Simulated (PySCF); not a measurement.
## Nuclear quadrupole coupling in `C=CO[C@H]1CCO[SiH2]1`

Compound: C5H10O2Si.
Geometry (GFN2-xTB, Å), atoms numbered from 1 in this order:
```
atom  x, y, z in Å
C1     2.7360   -0.1304    0.5910
C2     2.2771   -0.3385   -0.6344
O3     1.0381   -0.1417   -1.1205
C4     0.0436    0.3511   -0.2312
C5    -1.2334    0.5814   -1.0434
C6    -2.4161    0.4559   -0.0867
O7    -2.1557   -0.5690    0.8475
Si8   -0.5756   -0.8842    1.1130
H9     3.7648   -0.3368    0.8174
H10    2.1302    0.2446    1.3943
H11    2.9170   -0.7118   -1.4242
H12    0.3960    1.2983    0.2002
H13   -1.2857   -0.2097   -1.7932
H14   -1.2419    1.5443   -1.5529
H15   -2.5689    1.3928    0.4607
H16   -3.3406    0.2040   -0.6121
H17   -0.2147   -0.4762    2.4675
H18   -0.2789   -2.2677    0.7755
```

Field gradients from the PBE0/pcSseg-1 density (PySCF, non-relativistic), principal values in atomic units, ordered |Vxx| ≤ |Vyy| ≤ |Vzz|:

```json
{"atom": "O3", "Vxx": "-0.3225", "Vyy": "-1.4965", "Vzz": "1.8190"}
{"atom": "O7", "Vxx": "-0.5288", "Vyy": "-1.2015", "Vzz": "1.7303"}
```

Question: Find the asymmetry η = (Vxx − Vyy)/Vzz and the couplings χ = eQV/h (234.96 MHz × Q in barn × V in au), with Q(17O) = −0.0256 b.

Answer: 
| atom | environment | nucleus | η | χzz (MHz) | χxx (MHz) | χyy (MHz) |
| --- | --- | --- | --- | --- | --- | --- |
| O3 | ether oxygen | 17O | 0.65 | -10.94 | 1.94 | 9.00 |
| O7 | silyl ether oxygen | 17O | 0.39 | -10.41 | 3.18 | 7.23 |

The tensor is traceless: Vxx + Vyy + Vzz = 0.

Question: What is Vzz at O3 in SI units (1 au = 9.71736 × 10²¹ V/m²)?

Answer: 1.8190 au = 17.676 × 10²¹ V/m².

Question: What couplings would deuterons (Q(2H) = 0.00286 b) have in place of the hydrogens, at this geometry?

Answer: 
```csv
atom,bonded to,bond length (Å),Vzz (au),η,χzz (kHz)
H9,C1,1.073,0.3475,0.09,234
H10,C1,1.074,0.3479,0.09,234
H11,C2,1.083,0.3168,0.09,213
H12,C4,1.099,0.2869,0.10,193
H13,C5,1.091,0.3015,0.02,203
H14,C5,1.089,0.3094,0.01,208
H15,C6,1.096,0.2895,0.05,195
H16,C6,1.093,0.2959,0.05,199
H17,Si8,1.460,0.1620,0.00,109
H18,Si8,1.455,0.1662,0.01,112
```

Geometry: GFN2-xTB, one conformer, isolated molecule. GFN2-xTB bond lengths can be off by several hundredths of an ångström, more for odd bonds, and the gradients follow them. With a basis this small, the couplings can be 20 % off.

The run behind these numbers computed NMR shieldings as well. The run took 61 s on Arm Neoverse N1, one thread, shared host with 64 logical CPUs at a one-minute load of 62, and the process peaked at 0.85 GiB of memory.
